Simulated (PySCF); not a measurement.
C2H7O, SMILES CC[OH2+], charge +1. Atoms are numbered in the order given.

```xyz
10

C     -0.3040     1.2622     0.0000
C      0.6220     0.0894     0.0000
O     -0.1737    -1.2565     0.0000
H      0.3199     2.1606     0.0000
H     -0.9269     1.3002    -0.8944
H     -0.9269     1.3002     0.8944
H      1.2303    -0.0242     0.8926
H      1.2303    -0.0242    -0.8926
H     -0.7224    -1.3850    -0.7968
H     -0.7224    -1.3850     0.7968
```
Charge +1, spin multiplicity 1.

Coordinates come from a B3LYP-D3(BJ)/def2-TZVP optimisation. The isomer is the one that the SMILES or the coordinates give; other isomers of the formula were not compared.

Level of theory: B3LYP/def2-TZVPD (PySCF).

Symmetry labels are those of the subgroup Cs that the program uses (full group Cs).

Computed valence orbital energies around the gap with their symmetry:
```
orbital  symmetry  energy (eV)
-------  --------  -----------
HOMO−7         A"       -23.86
HOMO−6         A'       -23.77
HOMO−5         A'       -20.20
HOMO−4         A'       -19.04
HOMO−3         A"       -18.45
HOMO−2         A'       -16.34
HOMO−1         A'       -16.10
HOMO           A"       -15.65
LUMO           A'        -6.37
LUMO+1         A'        -4.55
LUMO+2         A"        -4.31
LUMO+3         A'        -3.66
```
